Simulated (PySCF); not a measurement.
Species: C4H9FGe.
Structure used (PBE0-D3(BJ)/def2-SVP), in Å, numbered top down from 1:
```xyz
15
C4H9FGe angstrom
F     -0.035   -0.796   -1.687
C      0.158   -0.999   -0.326
C      0.964    0.178    0.209
C      0.140    1.465    0.088
Ge    -1.712    0.863    0.415
C     -1.212   -1.045    0.335
H      0.709   -1.950   -0.219
H      1.208   -0.031    1.265
H      1.922    0.244   -0.333
H      0.470    2.244    0.790
H      0.209    1.878   -0.929
H     -2.256    1.268    1.801
H     -2.713    1.302   -0.668
H     -1.899   -1.683   -0.238
H     -1.133   -1.453    1.355
```

Method: core-valence-separated Tamm–Dancoff BHandHLYP/aug-pcX-1 (pcseg-1 on H, def2-SVPD on Ge) in PySCF, non-relativistic, gas phase, PBE0-D3(BJ)/def2-SVP geometry. The energies are unshifted.

The lowest roots of each edge with f over 0.003 (five at most, numbered afresh; weaker and dark ones are left out), with transition dipoles (au) in the frame of the coordinates:

```csv
root,edge,E (eV),μx,μy,μz
1,C,285.30,0.0260,-0.0221,-0.0048
2,C,285.30,-0.0373,0.0089,0.0303
3,C,285.58,-0.0322,0.0016,-0.0327
4,C,285.64,-0.0018,0.0658,-0.0213
5,C,285.64,-0.0623,-0.0108,-0.0046
6,F,685.49,-0.0061,0.0054,-0.0394
7,F,686.26,-0.0039,0.0050,-0.0231
```

Problem. What are the oscillator strengths?

Solution. f = (2/3) ΔE |μ|², with ΔE in hartree (27.2114 eV):

```
root  ΔE (Eh)  |μ|² (au)      f  core hole on
   1  10.4845   0.001187  0.008            C4
   2  10.4846   0.002389  0.017            C6
   3  10.4949   0.002109  0.015            C3
   4  10.4970   0.004787  0.034            C6
   5  10.4971   0.004019  0.028            C4
   6  25.1912   0.001619  0.027            F1
   7  25.2197   0.000574  0.010            F1
```

Problem. Molecules are fixed in this frame and the field points along y. What effective strengths 3 f cos²θ do the roots have (θ between field and μ)?

Solution. root 1 (C4): 0.010, root 2 (C6): 0.002, root 3 (C3): 0.000, root 4 (C6): 0.091, root 5 (C4): 0.002, root 6 (F1): 0.001, root 7 (F1): 0.001. Root 4 is the strongest. Averaged over all orientations cos²θ is 1/3, which gives f back. For degenerate partners only the sum has meaning, as the program may mix them freely.

 Relativistic effects, spin–orbit coupling among them, are left out although an element past zinc is present.

The run took about 40 s of CPU time (one thread, shared machine).

One conformer stands for the species.
